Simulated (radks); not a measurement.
Problem. The mean radii <r> (bohr) of the occupied orbitals of an atom or ion are listed with their occupations. All-electron calculation, Dirac Kohn-Sham, BLYP, spin-unpolarised, spherical densities, finite nucleus; Fermi nuclear charge, rms radius of each element as measured or else 0.836 A^(1/3) + 0.57 fm. Program: a radial shooting solver on a logarithmic mesh with Libxc functionals.

orbital  occ.      <r>
1s1/2       2  0.01606
2s1/2       2  0.06692
2p1/2       2  0.05487
2p3/2       4  0.06379
3s1/2       2   0.1740
3p1/2       2   0.1644
3p3/2       4   0.1807
3d3/2       4   0.1570
3d5/2       6   0.1619
4s1/2       2   0.3842
4p1/2       2   0.3853
4p3/2       4   0.4199
4d3/2       4   0.4246
4d5/2       6   0.4357
5s1/2       2   0.8541
4f5/2       6   0.4509
4f7/2       8   0.4572
5p1/2       2   0.9125
5p3/2       4    1.005
5d3/2       4    1.282
5d5/2       6    1.332
6s1/2       2    2.338
6p1/2       2    3.110

Name the element and its charge. Open shells, if any, fill j = l - 1/2 first.

Solution. Z = 82, lead, charge 0: Pb in [Hg] 6p2. The 1s radius gives Z: for a bare nucleus <r> = (2 gamma + 1)/(2Z) with gamma = sqrt(1 - (Z/c)^2), 0.01587 bohr for Z = 82, and screening makes it slightly larger (0.01606 here). The occupations add up to 82, and the charge is Z minus that.
